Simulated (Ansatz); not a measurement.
`NCC1CC1` + `[OH][InH2]` → `NC[O][InH2]` + `C1CC1`  (substitution at a C–C bond)

Program: Ansatz. Geometries: PBE0-D4/def2-TZVP. ΔE: electronic, gas phase. CBS: MP2 limit from def2 TZ/QZ plus the TZ coupled-cluster correction, frozen cores. Functionals use def2-TZVPP. def2 core potentials past Kr. For In outer-core shells are correlated without core-valence functions, which leaves a few kJ/mol of doubt a bond. One conformer a species, not always the lowest.

Q: Is it downhill or uphill in electronic energy at CCSD(T)/CBS, and by how much? (Best estimate.)

A: Ansatz gave: Uphill: ΔE = +8.1 kcal/mol.

Q: What do these levels give: PBE0-D4, B2PLYP, PBE, PBE0, HF/def2-TZVPP, MP2/def2-TZVPP, SCS-MP2/def2-TZVPP, CCSD/def2-TZVPP, CCSD(T)/def2-TZVPP, MP2/def2-QZVPP, SCS-MP2/def2-QZVPP, CCSD/CBS(def2)? (Best estimate.)

A: Computed: PBE0-D4 7.1, B2PLYP 6.2, PBE 5.8, PBE0 6.7, HF/def2-TZVPP 5.2, MP2/def2-TZVPP 8.7, SCS-MP2/def2-TZVPP 7.7, CCSD/def2-TZVPP 7.3, CCSD(T)/def2-TZVPP 7.4, MP2/def2-QZVPP 9.1, SCS-MP2/def2-QZVPP 8.2, CCSD/CBS(def2) 8.1 kcal/mol.

Largest T1 diagnostic among the species: 0.017.

In def2-TZVPP, CCSD(T) changes the Hartree–Fock value by +2.2 kcal/mol (the triples alone add +0.0 kcal/mol) and MP2 by +3.5 kcal/mol. From PBE to PBE0 (25 % exact exchange), in def2-TZVPP and without D4, ΔE moves by +0.9 kcal/mol.
